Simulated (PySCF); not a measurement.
diselenium (Se2), SMILES [Se]=[Se] (connectivity only; charge and spin as stated), neutral, multiplicity 3.

Geometry optimised at B3LYP-D3(BJ)/def2-TZVP.

The numbers are results of ωB97X/def2-TZVPD (PySCF), not measurements.

The molecule is in vacuum.

- total energy: -4803.17519 hartree
- point group: D∞h
- α spin, highest occupied and lowest empty level: -9.13 and 0.64 eV
- β spin, highest occupied and lowest empty level: -10.34 and -1.86 eV
- dipole moment: 0.00 D
- mean static polarisability: 57.7 bohr³ (8.55 Å³)
- polarisability, principal values: 43.2, 43.2, 86.7 bohr³
- ⟨S²⟩: 2.016 (pure state 2.00)
